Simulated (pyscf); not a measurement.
## HS–GeH₂–SH, singlet

Gas-phase minimum from PySCF at ωB97X-D3(BJ)/def2-SVP, one conformer. 

SMILES: [SH][GeH2][SH]
```xyz
7

S     -1.9758    -0.2212    -1.0533
Ge    -0.5653    -1.6244    -0.0818
S      1.2784    -1.8351    -1.2894
H     -1.0805     0.7826    -1.1299
H     -0.0891    -1.1134     1.2820
H     -1.3353    -2.9442     0.0329
H      0.6226    -2.1881    -2.4121
```

Bond lengths (Å): S1–Ge2 2.214, S1–H4 1.347, Ge2–S3 2.214, Ge2–H5 1.532, Ge2–H6 1.532, S3–H7 1.347. Angles (°): Ge2–S1–H4 94.2, S1–Ge2–S3 110.6, S1–Ge2–H5 112.2, S1–Ge2–H6 105.0, S3–Ge2–H5 105.0, S3–Ge2–H6 112.2, H5–Ge2–H6 112.1, Ge2–S3–H7 94.2.

Properties at ωB97X-D3(BJ)/def2-SVP:

* **Harmonic wavenumbers, unscaled**: 115, 174, 227, 414, 435, 460, 622, 726, 812, 830, 881, 2206, 2209, 2762, 2762 cm⁻¹
* **Zero-point energy**: 22.4 kcal/mol
* **Rotational symmetry number**: 2
* **Entropy of this conformer at 298 K and 1 atm, rigid rotor and harmonic oscillator, modes under 100 cm⁻¹ raised to 100**: 323.5 J/(mol K)
* **Dipole moment**: 0.24 D

Single-point totals, which compare only within one level (frozen core for MP2 and CC):

```json
[
 {"level": "ωB97X-D3(BJ)/def2-TZVP", "total energy (hartree)": "-2875.85702"},
 {"level": "PBE/def2-TZVP", "total energy (hartree)": "-2875.20027"},
 {"level": "r²SCAN/def2-TZVP", "total energy (hartree)": "-2875.80130"},
 {"level": "B3LYP-D3(BJ)/def2-TZVP", "total energy (hartree)": "-2875.96113"},
 {"level": "PBE0-D3(BJ)/def2-TZVP", "total energy (hartree)": "-2875.32999"},
 {"level": "M06-2X/def2-TZVP", "total energy (hartree)": "-2875.82658"},
 {"level": "ωB97M-D3(BJ)/def2-TZVP", "total energy (hartree)": "-2875.98028"},
 {"level": "HF/def2-TZVPP", "total energy (hartree)": "-2872.83578"},
 {"level": "MP2/def2-TZVPP", "total energy (hartree)": "-2873.45173"},
 {"level": "CCSD/def2-TZVPP", "total energy (hartree)": "-2873.49435"},
 {"level": "CCSD(T)/def2-TZVPP", "total energy (hartree)": "-2873.52242"}
]
```

Soft torsions are taken as harmonic, which can shift the entropy by several J/(mol K). The CCSD(T) − MP2 part came from Ansatz, without density fitting, on the same reference. The frozen core leaves the outer d or s,p core shells of the metals and heavy elements correlated in the MP2 and CC values, and def2-TZVPP describes them poorly, so these totals are far from the basis limit. Elements up to Kr have no core potential and no relativistic terms here.
